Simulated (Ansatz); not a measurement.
Stretching the C2–H3 bond in CH4MgO (SMILES [CH3][Mg][OH]) (multiplicity 1 held, fragments rigid). Energies count from the point at 1.093 Å.
Geometry at that point (charge 0, multiplicity 1):
```xyz
7

Mg     0.012    -0.082     0.059
C     -0.243     1.594    -1.144
H     -1.027     2.249    -0.755
H     -0.524     1.315    -2.163
H      0.676     2.184    -1.207
O      0.230    -1.508     1.082
H      0.346    -2.273     1.631
```

R- and RO- levels are restricted; in cc, def2 and unpolarised 6-31G sets they are followed outwards from rest. Unrestricted levels (U-) break spin symmetry where that is lower. Active spaces are followed from a long bond inwards. Curves can end on different states.

Correlated levels freeze the cores.

Run with Ansatz (Gaussian orbitals). Values without a source in brackets are computed.

Energies in eV.

```tsv
R (Å)	R-HF/def2-SVP	U-MP2/def2-SVP	U-CCSD/def2-SVP	R-CCSD(T)/def2-SVP	FIC-MRCISD+Q on CASSCF(2,2)/def2-SVP
0.874	1.35	1.41	1.42	1.43	1.42
0.984	0.27	0.30	0.31	0.31	0.31
1.093	0.00	0.00	0.00	0.00	0.00
1.202	0.17	0.14	0.13	0.13	0.13
1.312	0.56	0.52	0.49	0.48	0.48
1.475	1.34	1.27	1.20	1.18	1.18
1.639	2.16	2.07	1.95	1.91	1.91
1.913	3.45	3.66	3.08	2.96	2.95
2.186	4.53	4.28	3.91	3.71	3.70
2.514	5.58	4.56	4.44	4.20	4.24
2.951	6.64	4.67	4.65	4.33	4.56
3.497	7.60	4.71	4.69	4.05	4.69
```

Doubts at one or more of the structures used: a restricted determinant that unrestricted orbitals would lower (R-HF/def2-SVP, R-CCSD(T)/def2-SVP); a spin-contaminated determinant (U-MP2/def2-SVP, U-CCSD/def2-SVP); T1 above 0.05 (U-CCSD/def2-SVP, R-CCSD(T)/def2-SVP); other coupled-cluster roots lie near (R-CCSD(T)/def2-SVP).

Ansatz is a first-principles code.
